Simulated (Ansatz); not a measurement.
ClHOS$_{2}$W (`[OH][W](=[S])(=[S])[Cl]`) at its PBE0-D4/def2-TZVP geometry, where that method's forces vanish. Total charge 0; spin multiplicity 1. W: def2 effective core potential.

```xyz
6

O    -0.6350   -0.0890   -1.3836
W     0.2122    0.1488    0.2580
S     0.2625    2.2217    0.6891
S    -0.8718   -0.8483    1.7777
Cl    2.3164   -0.6539    0.2071
H    -1.2843   -0.7793   -1.5482
```

(1) What forces (eV/Å) does ωB97M-V/def2-TZVPP give on these atoms in Ansatz 0.2.0? (Estimate.)

Results:

(1) Computed: 
```
O1  -0.006 -0.057 -0.016
W2  -0.323  0.242  0.299
S3   0.010 -0.268 -0.063
S4   0.146  0.111 -0.187
Cl5  0.144 -0.062 -0.024
H6   0.029  0.034 -0.009
```
